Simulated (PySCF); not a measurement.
## Exercise with solution: chemical shift, span and skew from a shielding tensor

Be(Me)(SMe) (C2H6BeS), SMILES C[S][Be][CH3]. Atoms are numbered in the order given.

```xyz
10

Be    -0.6555     0.4248     0.6679
C     -1.8017     1.5369     1.1721
H     -2.1359     1.3355     2.2070
H     -2.7124     1.5261     0.5462
H     -1.4228     2.5749     1.1663
S      0.6531    -0.8609     0.1194
C      0.9986    -0.3166    -1.6082
H      0.1007    -0.3752    -2.2386
H      1.7512    -1.0088    -2.0091
H      1.4112     0.7012    -1.6373
```
Charge 0, spin multiplicity 1.

The structure is a stationary point at r2SCAN-D4/def2-SVP. One conformer was computed; it need not be the lowest.

GIAO shieldings from PBE0/pcSseg-1 run with PySCF, non-relativistic, no solvent. The symmetric part of the tensor of C2 has the principal values 192.3, 196.9, 201.0 ppm. The same nucleus in TMS has σ = 186.3 ppm at this level (PySCF, at its B3LYP-D3(BJ)/def2-TZVP geometry).

Question: Work out the isotropic shielding, the ¹³C shift against TMS, the span and the skew.

Answer: 
σ(iso) = (σ11 + σ22 + σ33)/3 = 196.7 ppm. δ = σ(ref) − σ(iso) = 186.3 − (196.7) = -10.4 ppm.
Span Ω = σ33 − σ11 = 8.7 ppm. Skew κ = 3(σ(iso) − σ22)/Ω = -0.06. Tumbling in solution averages the tensor to δ; in a static solid the shielding alone would spread this spin-1/2 line over Ω.
